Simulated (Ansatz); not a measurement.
`[BH2][AlH][SbH2]` + silanol → `[SiH3][O][SbH2]` + `[BH2][AlH2]` at 600 K and 1 bar (cleavage of the Sb–Al bond).

Isolated molecules relaxed with PBE0-D4/def2-TZVP in Ansatz; ΔE leaves out vibrations. CCSD(T)/CBS is the MP2 limit (def2-TZVPP, def2-QZVPP) plus CCSD(T) − MP2 in def2-TZVPP, frozen cores. This one scheme is used for every species. Elements past krypton have def2 core potentials. For Sb outer-core shells are correlated without core-valence functions, which leaves a few kJ/mol of doubt a bond.

```csv
species,CCSD(T)/CBS energy (Eh),H − E (kJ/mol),S (J/(mol·K))
`[BH2][AlH][SbH2]`,-509.77411,160.9,436.0
`O[SiH3]`,-366.69042,135.7,307.9
`[SiH3][O][SbH2]`,-607.29789,163.5,428.8
`[BH2][AlH2]`,-269.14094,122.4,316.9
```

H − E and S are ideal-gas, rigid-rotor, harmonic terms from PBE0-D4/def2-TZVP, for one conformer and one mirror image of each species. 1 Eh = 2625.50 kJ/mol, R = 8.31446 J/(mol·K).

Q: By hand: ΔE, ΔH, ΔS and ΔG.

A: ΔE = (-607.29789) + (-269.14094) − (-509.77411) − (-366.69042) = 0.02570 Eh = 67.5 kJ/mol. Δ(H − E) = 163.5 + 122.4 − 160.9 − 135.7 = -10.7, so ΔH = 56.8 kJ/mol. ΔS = 428.8 + 316.9 − 436.0 − 307.9 = 1.8 J/(mol·K). ΔG = 56.8 − 600 × (1.8)/1000 = 55.7 kJ/mol.

Q: By hand: the equilibrium constant, and the temperature at which ΔG would vanish if ΔH and ΔS stayed fixed.

A: log₁₀ K = −ΔG/(RT ln 10) = -4.8. ΔG = 0 at ΔH/ΔS = 31556 K, far beyond where these terms or the molecules hold.

The number of gas molecules stays the same, so ΔS is small and ΔH decides. A doubt of 5 kJ/mol in ΔE shifts log₁₀ K by 0.4 here. Other conformers and mirror images would add mixing entropy, several J/(mol·K) or more a flexible species. Modes under 60 cm⁻¹, often nearly free rotors, make the harmonic entropy too high. These are equilibria of isolated gas molecules and say nothing of rates. Largest T1 diagnostic: 0.014 (customary marks: 0.02 for closed shells, 0.045 for open ones).
